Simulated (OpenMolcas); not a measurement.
An OpenMolcas run meant for neutral cadmium (ANO-RCC-VDZP, DKH2; inactive shells 1s 2s 2p 3s 3p 3d 4s 4p 4d; intended active space 2 electrons in 4 orbitals (5s 5p)). One step of its input:

```
&CASPT2
Multistate=3 1 2 3
Frozen=29 29
IPEA=0.25
Imaginary=0.1
MaxIter=60
WThr=0.0 0.3 0.05
PrWF=0.5
NoMix
```

Lines from the output:

```
|       MOLCAS_SOURCE = <dir>
  |    MOLCAS_STRUCTURE = 0
  |
   --------------------------------------------------------------------------------------
++ ---------   Input file   ---------
>>> COPY JOB001 $Project.JobIph
&CASPT2
Multistate=3 1 2 3
Frozen=29 29
IPEA=0.25
Imaginary=0.1
MaxIter=60
WThr=0.0 0.3 0.05
PrWF=0.5
NoMix
-- ----------------------------------
>>> COPY JOB001 a.JobIph
*** symbolic link created: INPORB -> a.RasOrb
--- Start Module: caspt2 at  ---
()()()()()()()()()()()()()()()()()()()()()()()()()()()()()()()()()()()()()()()()()()()()()()()()()()
                                              &CASPT2
                                   only a single process is used
                       available to each process: 2.3 GB of memory, 1 thread
()()()()()()()()()()()()()()()()()()()()()()()()()()()()()()()()()()()()()()()()()()()()()()()()()()
 ###    WARNING: User changed nr of frozen orbitals.                         ###
 ###    ERROR: Too many frozen orbitals!                                     ###
--- Stop Module: caspt2 at  /rc=_RC_INPUT_ERROR_ ---
.####################.
.# User input error #.
.####################.
```

What is wrong with the input?

More orbitals are frozen than there are inactive ones.
